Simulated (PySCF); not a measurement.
Species: [Rh(H2O)6]3+ (charge +3 and singlet state).
Bonds: Rh1–O2, Rh1–O5, Rh1–O8, Rh1–O11, Rh1–O14, Rh1–O17. Hydrogens: H3, H4 on O2; H6, H7 on O5; H9, H10 on O8; H12, H13 on O11; H15, H16 on O14; H18, H19 on O17.

Computed, not measured: PySCF 2.14.0, PBE0-D3(BJ)/def2-SVP geometry optimisation, gas phase, def2 core potentials past Kr.

Problem. Give the optimised bond lengths and angles.

Solution. 
```json
{"bond": "Rh1–O2 and 5 like bonds", "length (pm)": "203.3"}
{"bond": "O2–H3 and 11 like bonds", "length (pm)": "97.7"}
```

Bonds in one row agree within 1 pm and their mean is given. A selection of angles:
```json
{"angle": "O2–Rh1–O5", "degrees": "176.7"}
{"angle": "O2–Rh1–O8", "degrees": "91.9"}
{"angle": "O2–Rh1–O11", "degrees": "88.3"}
{"angle": "O2–Rh1–O14", "degrees": "86.3"}
{"angle": "O2–Rh1–O17", "degrees": "93.7"}
{"angle": "O8–Rh1–O11", "degrees": "179.8"}
{"angle": "Rh1–O2–H3", "degrees": "122.1"}
{"angle": "Rh1–O2–H4", "degrees": "126.0"}
{"angle": "H3–O2–H4", "degrees": "109.4"}
{"angle": "Rh1–O5–H6", "degrees": "122.7"}
{"angle": "Rh1–O5–H7", "degrees": "126.6"}
```

Rh1 (rhodium bonded to 6 O) is octahedral (the three widest angles are 179.8°, 179.7° and 176.7°, the others run from 86.2° to 93.8°). O2 (oxygen bonded to Rh and 2 H) is almost planar (angles 126.0°, 122.1° and 109.4°, sum 357.5°, 0.11 Å off the plane of its three neighbours).

No frequency check. No counter-ion or solvent screens the charge of this multiply charged ion.
